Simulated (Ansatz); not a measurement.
Species: TlCl, charge 0, singlet. TlCl (SMILES [Cl][Tl]).
B3LYP-D3(BJ)/def2-TZVP minimum from Ansatz (a program for electronic structure):
```
Cl
Tl 1 2.5322
```
Charge 0, spin multiplicity 1.

Quantity: atomisation energy (electronic, to ground-state atoms), in kcal/mol. Radicals and triplets start from unrestricted determinants; spin-orbit coupling is neglected. Cores are frozen in correlated methods (noble-gas shells, and filled d and f shells in the p block). Past Kr the def2 sets carry scalar-relativistic core potentials. CBS(X,Y): correlation extrapolated as X^-3, Hartree-Fock from the larger set. A bracket is a step between two methods taken in the basis named. Where a partner has so few electrons that a lower coupled-cluster level is exact, that level stands in. Spin-orbit terms, left out, reach several kcal/mol for Br and I, and more for heavier atoms.

CCSD(T)/CBS(def2-TZVPP,def2-QZVPP) + [CCSDT(Q) - CCSD(T)]/def2-QZVPP + [CCSDTQ - CCSDT(Q)]/def2-SVP (Ansatz) gives 102.5 kcal/mol.

### Question
What does PBE/def2-TZVPD (Ansatz) give here, and how do the other levels compare?

### Answer
PBE gives 104.9 kcal/mol, 2.4 kcal/mol above it. Differences of the others: r2SCAN/def2-TZVPD (Ansatz) 1.2; PBE0/def2-TZVPD (Ansatz) -0.9; wB97M-V/def2-TZVPD (Ansatz) -0.3; B2PLYP/def2-TZVPD (Ansatz) -2.2; CCSD(T)/CBS(def2-TZVPP,def2-QZVPP) (Ansatz) 0.0 kcal/mol.
